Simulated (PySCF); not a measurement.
# What settings do to a single point of Lu(NO2)3

The sound run of Lu(NO2)3 (singlet in the valence; each metal's 4f electrons, 14 of them, lie in its core potential, out of spins and levels) uses PySCF 2.14.0, RKS PBE, Lu lcecp-1-SVP with ECP60, O def2-SVP, N def2-SVP; non-relativistic Hamiltonian with scalar-relativistic core potentials where named; density fitting; no spin-orbit coupling, grid (50, 194), threshold 1e-8 Eh and 55 cycles, at the relaxed geometry:

```xyz
10

Lu    0.0000    0.0000    0.0000
O     2.0363    0.1434    1.0509
O     2.0363   -0.1435   -1.0509
N     2.7492    0.0000    0.0000
O    -1.1424    1.6918    1.0509
O    -0.8939    1.8352   -1.0509
N    -1.3746    2.3809    0.0000
O    -0.8939   -1.8352    1.0509
O    -1.1424   -1.6918   -1.0509
N    -1.3746   -2.3809    0.0000
```

There Lu1 has a Mulliken charge of 0.99 e and the dipole about the centre of mass is 0.00 D. Each run below changes one thing and starts from free metal ions and neutral atoms unless it says otherwise; with 55 cycles, smearing, a level shift and second-order steps follow where DIIS fails, and their cycles count. Energy shifts count from the sound run. On f atoms grids over 110 angular points are at least (60, 302).

```json
{"change": "start from a density of up to 30 smeared cycles (not counted)", "outcome": "converged", "cycles": "8", "energy shift (eV)": "0.0000", "largest force component (eV/Å)": "0.01", "charge on Lu1 (e)": "0.99", "dipole about the centre of mass (D)": "0.00"}
{"change": "all coordinates × 0.94", "outcome": "converged", "cycles": "10", "energy shift (eV)": "1.85", "largest force component (eV/Å)": "6.11", "charge on Lu1 (e)": "0.83", "dipole about the centre of mass (D)": "0.00"}
{"change": "O3 put 0.5 Å from Lu1, limit 70 cycles", "outcome": "not converged", "cycles": "28", "energy shift (eV)": "–", "largest force component (eV/Å)": "–", "charge on Lu1 (e)": "–", "dipole about the centre of mass (D)": "–"}
{"change": "threshold 1e-05", "outcome": "converged", "cycles": "7", "energy shift (eV)": "0.0000", "largest force component (eV/Å)": "0.01", "charge on Lu1 (e)": "0.99", "dipole about the centre of mass (D)": "0.00"}
```

(1) How does the run with this change end: cycle limit 3?

Forces carry noise of the integration grid, about 0.01 to 0.03 eV/Å.

An lcecp potential fixes the number of 4f electrons, so in runs with it no electron can move into or out of that shell.

## Answers

(1) outcome not converged, cycles 3.
